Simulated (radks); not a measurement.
Species: the silver ion Ag41+. Configuration: [He] 2s2 3s2 (not the ground configuration).

All-electron calculation, non-relativistic Kohn-Sham, TASK exchange with Perdew-Wang LDA correlation, spin-polarised, spherical densities, point nucleus; meta-GGA in the generalised Kohn-Sham scheme; relativity is left out, which matters for an element this heavy. Program: a radial shooting solver on a logarithmic mesh with Libxc functionals.

Energy parts (hartree):
part                       energy
total                 -2896.88501
kinetic                2896.35804
electron-nucleus      -5901.01139
Hartree                 148.24177
exchange-correlation    -40.47343

Orbitals (lengths in bohr, moments of r in powers of bohr; r(max) is where P^2 peaks; r(90%) holds 90 % of the orbital's charge):
orbital  occ.  eigenvalue (hartree)  r(90%)   r(max)
1s          2             -1038.317  0.0572  0.02140
2s          2             -241.0412   0.201   0.1146
3s          2             -102.5742   0.440   0.2938

The highest occupied level is 3s at -2791.2 eV. The density falls to 0.001 e/bohr^3 at r = 0.78 bohr. Virial ratio -V/T = 2.00018. Summed over all electrons, <r^2> = 0.2557 bohr^2, which gives a Langevin (diamagnetic) susceptibility term of -0.202 x 10^-6 cm^3/mol. The electron density at the nucleus is 7.476e+04 e/bohr^3.
